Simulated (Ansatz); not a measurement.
Si(Br)2 cation (Br2Si), SMILES [Si](Br)Br (connectivity only; charge and spin as stated), charge +1, multiplicity 2.

Geometry: B3LYP-D3(BJ)/def2-TZVP. The spin state was assumed, not searched. The isomer is the one that the SMILES or the coordinates give; other isomers of the formula were not compared.

Two levels are set side by side: PBE/def2-SVPD (Ansatz, a quantum-chemistry and plane-wave program) and CAM-B3LYP/def2-SVPD (Ansatz). Energy differences of separate SCF runs at the same geometry; the states with an electron removed or added have multiplicity 1 and 1. Differences are taken from unrounded values.

```
quantity                         CAM-B3LYP    PBE  PBE minus CAM-B3LYP
-------------------------------  ---------  -----  -------------------
vertical ionisation energy (eV)      16.14  15.74                -0.40
vertical electron affinity (eV)       8.82   8.59                -0.23
```
